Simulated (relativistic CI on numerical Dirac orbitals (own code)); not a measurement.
Sensitivity of the levels of Ba39+ to α and to the nuclear radius

These numbers are calculated, not measured: Dirac-Coulomb-Breit CI, orbitals from a KLI potential per configuration, derivatives by finite differences, unscaled Slater integrals, QED left out (own radial code, finite nucleus).

Configurations in the expansion (outside the closed core [Ne]): 3s2 3p5, 3s 3p6, 3s2 3p4 3d, 3s 3p5 3d, 3p6 3d, 3s 3p4 3d2, 3p5 3d2, 3p4 3d3. Double excitations out of closed p, d and f shells are left out; levels of such configurations are missing from the list, as are those of other unlisted configurations, and high levels can miss mixing partners.

With x = (α/α₀)² − 1 an excitation energy changes as ω = ω₀ + qx; K = 2q/ω₀ is the relative enhancement. Terms are leading LS components, so labels can repeat. The field-shift factor is F = δν/δ⟨r²⟩ for the transition from the lowest level.

Lowest level 3s2 3p5 2P°_3/2.

| Level | ω₀ (cm⁻¹) | q (cm⁻¹) | F (GHz/fm²) |
| --- | --- | --- | --- |
| 3s2 3p5 2P°_1/2 | 743689 | 827100 | -34.9 |
| 3s2 3p4 3d 4D_3/2 | 1291776 | 50950 | 1.09 |
| 3s2 3p4 3d 4D_5/2 | 1313694 | 67880 | 1.47 |
| 3s2 3p4 3d 4P_1/2 | 1318086 | 82470 | -36.6 |
| 3s2 3p4 3d 4F_7/2 | 1352579 | 53980 | 2.18 |
| 3s2 3p4 3d 2D_3/2 | 1457996 | 72640 | -0.197 |
| 3s2 3p4 3d 2P_1/2 | 1470365 | 354600 | -197 |
| 3s2 3p4 3d 2F_7/2 | 1471620 | 213000 | 3.25 |
| 3s2 3p4 3d 4F_9/2 | 1491748 | 210300 | 4.76 |
| 3s2 3p4 3d 2D_5/2 | 1650550 | 230300 | 1.06 |
| 3s2 3p4 3d 2D_3/2 | 1683419 | 260600 | 0.755 |
| 3s2 3p4 3d 2D_5/2 | 1705539 | 277400 | -1.71 |
| 3s 3p6 2S_1/2 | 1778961 | 797000 | -653 |

At this charge energies of transitions that change n are usually good to better than 1 %, and those within a shell (Δn = 0) to a few per cent.

Problem. Which transition from the lowest level has the largest |K|?

Solution. 3s2 3p5 2P°_1/2 at 743689 cm⁻¹, K = 2.22.
